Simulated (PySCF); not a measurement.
Excitation energy of Ga+ by level of theory

Ga+ [Ar] 3d10 4s2 (1S) → Ga+ [Ar] 3d9 4s2 4p1 (high-spin determinant), as a difference of total energies. Computed with PySCF 2.14 in def2-QZVPPD (12s7p5d4f1g, 95 functions), with no relativity, point nucleus. Correlated levels: valence and next inner shell: [Ne] frozen. The calculations carry no spin-orbit coupling.

```json
{"method": "UHF", "excitation energy (eV)": "19.695"}
{"method": "LDA", "excitation energy (eV)": "22.257"}
{"method": "PBE", "excitation energy (eV)": "21.699"}
{"method": "PBE0", "excitation energy (eV)": "21.359"}
{"method": "r2SCAN", "excitation energy (eV)": "21.341"}
{"method": "B3LYP", "excitation energy (eV)": "21.497"}
{"method": "HSE06", "excitation energy (eV)": "21.324"}
{"method": "TPSS", "excitation energy (eV)": "21.419"}
{"method": "B97-3", "excitation energy (eV)": "21.556"}
{"method": "MP2 (valence and next inner shell)", "excitation energy (eV)": "22.000"}
{"method": "SCS-MP2 (valence and next inner shell)", "excitation energy (eV)": "21.678"}
```

Problem. How much does correlation contribute at MP2 (valence and next inner shell)?

Solution. 22.000 − (19.695) = 2.305 eV, measured against UHF.

A first-order spin-orbit estimate (lowest level to lowest level, LS coupling) adds -0.130 eV.

The upper state lies above the first ionisation limit, where it may autoionise and the basis confines it.

The determinant of the upper state mixes LS terms, which raises its energy above the lowest term, most at the Hartree-Fock and MP2 levels.
